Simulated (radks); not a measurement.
The numbers below are computed, except where a source is named.
Spin polarisation of the 5s1 shell in Sr+. Start: [Kr] 5s(up 0.5, down 0.5); electrons of 5s are moved from spin down to spin up, other shells keep equal spins. Code: a radial shooting solver on a logarithmic mesh with Libxc functionals. Model: non-relativistic Kohn-Sham, PBE, spin-polarised, spherical densities, point nucleus.

moment (Bohr magnetons)  E - E(0) (eV)  e(5s up) (eV)  e(5s down) (eV)  4p down minus up (eV)  4s down minus up (eV)  3d down minus up (eV)
0                                0.000         -8.225           -8.225                  0.000                  0.000                  0.000
0.25                            -0.011         -8.315           -8.134                  0.035                  0.024                  0.005
0.5                             -0.045         -8.400           -8.046                  0.070                  0.049                  0.010
0.75                            -0.100         -8.479           -7.953                  0.106                  0.073                  0.015

At moment 0.75 the spin-polarisation energy is -0.100 eV and the 5s exchange splitting 0.526 eV, that is 0.701 eV per Bohr magneton; E = -I m^2/4 would give I = 0.708 eV.
